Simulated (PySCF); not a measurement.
**Excitation energy of Pt⁺ by level of theory**

Pt⁺ [Xe] 4f14 5d9 (2D) → Pt⁺ [Xe] 4f14 5d8 6s1 (4F), as a difference of total energies. Computed with PySCF 2.14 in def2-QZVPPD with the def2 core potential (60 electrons) (7s5p4d4f2g, 88 functions), with a scalar-relativistic core potential. Correlated levels: valence: 5s2 5p6 frozen; valence and next inner shell: nothing frozen outside the core potential. The calculations carry no spin-orbit coupling.

```
                                method  excitation energy (eV)
                                   UHF                   0.298
                                   LDA                   0.807
                                   PBE                   0.730
                                  PBE0                   0.747
                                r2SCAN                   0.463
                                PBEsol                   0.721
                                 TPSSh                   0.614
                                  PW91                   0.726
                                 B3LYP                   0.770
                         MP2 (valence)                   0.954
                     SCS-MP2 (valence)                   1.122
    MP2 (valence and next inner shell)                   0.792
SCS-MP2 (valence and next inner shell)                   0.896
```

Task: How much does correlation contribute at MP2 (valence and next inner shell)?

Result: 0.792 − (0.298) = 0.494 eV, measured against UHF.
